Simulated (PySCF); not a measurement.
## Correlation energy of Ge⁺ (germanium, charge +1)

[Ar] 3d10 4s2 4p1, 2P determinant. All numbers are calculated (PySCF 2.14, a scalar-relativistic core potential, in cc-pVTZ-PP with ECP10MDF (5s4p3d1f, 39 functions)). Frozen: 3s2 3p6 3d10; 3 electrons correlated.

MP2 pair energies summed by pair of shells (mhartree):

```tsv
pair	energy	share (%)
4s-4s	-21.20	56.5
4s-4p	-16.34	43.5
```

Total MP2 correlation energy: -37.54 mhartree.

Same-spin part -2.56 and opposite-spin part -34.98 mhartree; SCS-MP2 scales them by 1/3 and 6/5 to -42.83 mhartree.

```csv
level,correlation energy (mhartree)
CCSD,-51.25
(T),-0.78
CCSD(T),-52.03
```

Diagnostics: T1 = 0.010, D1 = 0.0239, largest double amplitude 0.093.

Q: Is a single reference adequate?

A: Mostly. T1 lies below 0.03, but a double amplitude of this size points to a near-degeneracy that CCSD handles and MP2 describes poorly.
